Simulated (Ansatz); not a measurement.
`C=C=NB(C)C` + `C[SiH3]` → `C[SiH2]B(C)C` + `C=C=N`  (formal exchange of groups at a B–N bond)

Calculated with Ansatz (gas phase, PBE0-D4/def2-TZVP geometries, no zero-point term in ΔE). CCSD(T)/CBS is the MP2 limit (def2-TZVPP, def2-QZVPP) plus CCSD(T) − MP2 in def2-TZVPP, frozen cores. This one scheme is used for every species. One conformer a species, not always the lowest.

```
       species  HF/def2-QZVPP energy (Eh)
  `C=C=NB(C)C`                 -235.37070
     `C[SiH3]`                 -330.33275
`C[SiH2]B(C)C`                 -433.70901
       `C=C=N`                 -131.93580
```

(1) Work out ΔE.

Largest T1 diagnostic among the species: 0.015.

Answers

(1) ΔE = (-433.70901) + (-131.93580) − (-235.37070) − (-330.33275) = 0.05864 Eh = +154.0 kJ/mol. CCSD(T)/CBS gives +140.7 kJ/mol.

The D4 term adds −4.4 kJ/mol with B3LYP and −2.5 kJ/mol with PBE0; it sums over pairs of atoms, weighted by their polarisabilities, and B3LYP, whose exchange is more repulsive, gets the larger term.

B3LYP here is the variant with VWN-RPA as its local correlation; programs differ in this.
